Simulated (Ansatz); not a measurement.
`[OH][Ti]([OH])([OH])[I]` and `[OH][Hf]([OH])([OH])[I]` differ in one element.

Ansatz, PBE0-D4/def2-TZVP geometries, multiplicity 1. Each molecule was computed in one conformer, which needn't be the lowest.

Elements past krypton have def2 core potentials. Scalar relativity is left out up to krypton.

| property | `[OH][Ti]([OH])([OH])[I]` |
| --- | --- |
| HOMO–LUMO gap (ωB97M-V/def2-TZVPP) / eV | 9.49 |
| LUMO energy (ωB97M-V/def2-TZVPP) / eV | 0.05 |
| HOMO energy (PBE/def2-TZVPP) / eV | -6.23 |
| HOMO energy (ωB97M-V/def2-TZVPP) / eV | -9.44 |
| HOMO energy (B3LYP/def2-TZVPP) / eV | -7.12 |
| HOMO–LUMO gap (PBE0/def2-TZVPP) / eV | 5.26 |

(1) Give the same properties after the change, and the shifts. (Best estimate.)

## Answers

(1) Ansatz gave: 
```json
{"property": "HOMO–LUMO gap (ωB97M-V/def2-TZVPP) / eV", "`[OH][Hf]([OH])([OH])[I]`": "10.30", "shift": "0.81"}
{"property": "LUMO energy (ωB97M-V/def2-TZVPP) / eV", "`[OH][Hf]([OH])([OH])[I]`": "0.93", "shift": "0.88"}
{"property": "HOMO energy (PBE/def2-TZVPP) / eV", "`[OH][Hf]([OH])([OH])[I]`": "-6.12", "shift": "0.11"}
{"property": "HOMO energy (ωB97M-V/def2-TZVPP) / eV", "`[OH][Hf]([OH])([OH])[I]`": "-9.36", "shift": "0.08"}
{"property": "HOMO energy (B3LYP/def2-TZVPP) / eV", "`[OH][Hf]([OH])([OH])[I]`": "-7.00", "shift": "0.12"}
{"property": "HOMO–LUMO gap (PBE0/def2-TZVPP) / eV", "`[OH][Hf]([OH])([OH])[I]`": "7.03", "shift": "1.77"}
```

With PBE0 the HOMO rises by 0.10 eV and the LUMO rises by 1.87 eV, so the gap widens by about 1.77 eV. PBE moves the HOMO by 0.11 eV and ωB97M-V by 0.08 eV.

B3LYP here is the variant with VWN-RPA as its local correlation; programs differ in this.

Spin–orbit coupling is left out; it splits and shifts lone-pair levels of the heavy atoms by tenths of an eV.
